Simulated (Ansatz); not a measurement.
Total energies of GeO₄ from Ansatz at r2SCAN-D4/def2-TZVP, gas phase (1 Eh = 27.2114 eV = 2625.5 kJ/mol). The reference geometry is relaxed at r2SCAN-D4/def2-SVP.

```tsv
atom	x (Å)	y (Å)	z (Å)
Ge1	-0.231	-0.370	-0.565
O2	-0.528	-0.142	1.205
O3	0.987	0.878	-0.084
O4	0.529	0.847	1.292
O5	-0.757	-1.212	-1.849
```

| state | geometry | energy (Eh) |
| --- | --- | --- |
| charge 0 singlet | reference | -2377.69883 |
| charge 1 doublet | reference | -2377.31103 |
| charge 0 triplet | relaxed at r2SCAN-D4/def2-SVP | -2377.66469 |
| charge 0 quintet | relaxed at r2SCAN-D4/def2-SVP | -2377.66719 |
| free Ge atom (triplet) | – | -2076.90335 |
| free O atom (triplet) | – | -75.05861 |

The structure holds 2 bonds between oxygen atoms, so isomers without such links may lie far lower.

(1) Work out the vertical ionisation energy to the doublet.

(2) Which of the charge 0 states is lowest, and how far above it are the others?

(3) What is the binding energy per atom against free atoms?

(1) E(charge 1 doublet) − E(charge 0 singlet) = -2377.31103 − (-2377.69883) = 0.38780 Eh = 10.55 eV. For comparison, −ε of the highest occupied level is 7.09 eV at this level, 3.46 eV less.

(2) The singlet. triplet: -2377.66469 − (-2377.69883) = 0.03414 Eh = 89.6 kJ/mol; quintet: -2377.66719 − (-2377.69883) = 0.03164 Eh = 83.1 kJ/mol. The quintet differs in its bonds from the reference.

(3) Atoms: 1 × (-2076.90335) + 4 × (-75.05861) = -2377.13779 Eh. Binding: -2377.13779 − (-2377.69883) = 0.56104 Eh = 15.27 eV, or 3.05 eV for each of 5 atoms (no zero-point energy, no counterpoise term).

The structure comes from a short search, and lower isomers may exist.
